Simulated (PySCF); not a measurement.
C₆H₁₁FO₂Si.
Structure used (GFN2-xTB), in Å, numbered top down from 1:
```
atom  x, y, z in Å
C1    -2.2276   -1.0919    0.7145
C2    -1.6421   -0.4753   -0.5581
C3    -2.5299    0.6653   -1.0636
C4    -0.2826    0.0326   -0.2774
C5     1.0135    0.0789   -0.4656
O6     2.1269   -0.3255   -1.0222
Si7    3.6616   -0.0696   -0.4351
O8     3.7148   -0.2421    1.1693
C9     0.4909    0.9501    0.6044
F10    0.7508    0.5568    1.9350
H11   -2.2846   -0.3430    1.5008
H12   -1.6020   -1.9088    1.0654
H13   -3.2272   -1.4741    0.5229
H14   -1.5649   -1.2441   -1.3348
H15   -3.5319    0.2964   -1.2690
H16   -2.1209    1.0921   -1.9766
H17   -2.5956    1.4500   -0.3136
H18    4.0550    1.2852   -0.8092
H19    4.3633   -1.1750   -1.0508
H20    2.9646   -0.0745    1.7401
H21    0.4589    2.0333    0.5955
```

NICS is the negative of the GIAO shielding at a point without a nucleus: at the ring centre (0) and 1 Å above and below it (1); zz is the component along the ring normal. Level: GIAO PBE0/pcSseg-1 (PySCF, non-relativistic, gas phase) on the GFN2-xTB geometry, one conformer.

Ring bond lengths (Å), with Mayer bond orders in brackets: C4–C5 1.311 (1.61), C5–C9 1.476 (1.05), C9–C4 1.489 (0.87).

What do the NICS probes read (ppm)?

```
    ring                                                    type  NICS(0)  NICS(1), two faces  NICS(1)zz, two faces  rms pucker (Å)  centre to ring atoms, mean (Å)
C4–C5–C9  3-membered carbocycle; formal bonds 1 double, 2 single    -32.6        -6.6 / -10.9          -7.9 / -18.5            0.00                            0.82
```

What can be read from them?

- C4–C5–C9: mean NICS(1)zz -13.2 ppm, shielded. C9 has four or more neighbours; no verdict on aromaticity is drawn. The two faces differ by 10.6 ppm, so no symmetry operation interchanges them. NICS(0) lies 24 ppm below the mean NICS(1).

Give the inner angles of the rings and the Hirshfeld charges of the ring atoms.

- C4–C5–C9: C4 63.2° (-0.013 e), C5 64.3° (+0.062 e), C9 52.5° (+0.013 e); sum 180.0° against 180° for a flat convex ring.

What are the shieldings of the ring atoms and their hydrogens in the same run (means over atoms taken as equivalent)?

```tsv
atoms	environment	σ isotropic (ppm)
C4	fully substituted alkene carbon	82.2
C5	vinylic carbon bearing oxygen	51.2
C9	sp3 C–F carbon	114.3
H21	methine hydrogen	26.64
```

On one thread, Arm Neoverse V1 (aarch64), shared host with 32 logical CPUs at a one-minute load of 21, this took 58 s wall and 1.1 GiB of memory at its peak. This is the whole shielding run at PBE0/pcSseg-1, SCF included.
